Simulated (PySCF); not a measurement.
Input file for PySCF: R-BP86/LANL2DZ on GeCl+, 2S+1 = 1, a point of a bond scan (R = 2.015 Å). Charge +1.

```python
from pyscf import gto, scf, dft, mp
from pyscf.data.elements import chemcore

mol = gto.M(
    atom='''
    Cl    0.00000000    0.00000000    0.00000000
    Ge    0.00000000    0.00000000    2.01490700
    ''',
    basis='lanl2dz',
    ecp={'Cl': 'lanl2dz', 'Ge': 'lanl2dz'},
    charge=1, spin=0, verbose=3, max_memory=1800)
mf = dft.RKS(mol, xc='b88,p86')
mf.conv_tol = 1e-8
mf.max_cycle = 100
mf.kernel()
if not mf.converged:
    mf = mf.newton().run(mf.mo_coeff, mf.mo_occ)
```

Task: Predict the final total energy.

Result: -18.4549 hartree.
